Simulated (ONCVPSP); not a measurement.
# Reading a pseudo-wave (rhodium (Rh))

Columns: radius, all-electron u(r) and pseudo u(r) of the 4s shell (level -86.03 eV) of rhodium in the configuration [Ar] 3d10 4s2 4p6 4d7 5s2; PBEsol, scalar-relativistic, ONCV scheme, ONCVPSP 4.0.1.

```csv
r (bohr),all-electron,pseudo
0.088,0.4139,0.1286
0.175,-0.0859,0.2591
0.262,-0.6114,0.3944
0.350,-0.5568,0.5348
0.438,-0.1518,0.6739
0.525,0.3205,0.8028
0.612,0.7171,0.9143
0.700,0.9903,1.0007
0.788,1.1376,1.0541
0.875,1.1821,1.0712
0.962,1.1550,1.0536
1.050,1.0809,1.0047
1.138,0.9810,0.9314
1.225,0.8715,0.8431
1.312,0.7612,0.7471
1.400,0.6550,0.6491
1.487,0.5587,0.5568
1.575,0.4717,0.4712
1.662,0.3963,0.3962
1.750,0.3304,0.3304
1.838,0.2742,0.2742
1.925,0.2272,0.2272
2.012,0.1876,0.1876
2.100,0.1542,0.1542
2.188,0.1264,0.1264
2.275,0.1037,0.1037
```

Task: How many radial nodes do the two functions have?

Result: The all-electron 4s function has n − l − 1 = 3 (the table is too coarse to show those close to the nucleus); the pseudo-wave has 0, since the states of the same l below it are removed with the core.

Task: At about which radius was the pseudo-wave matched?

Result: 1.75 bohr. The columns agree to 0.0005 from 1.66 bohr on; several derivatives are matched, so the curves merge somewhat inside the radius.

Task: Where does each function peak?

Result: Outermost all-electron maximum near 0.88 bohr, pseudo maximum near 0.88 bohr (to the table’s step).

Task: Is the pseudo-wave norm-conserving?

Result: Yes: the ONCV scheme keeps the norm inside the radius equal to the all-electron one, which fixes the energy derivative of the logarithmic derivative at the level.
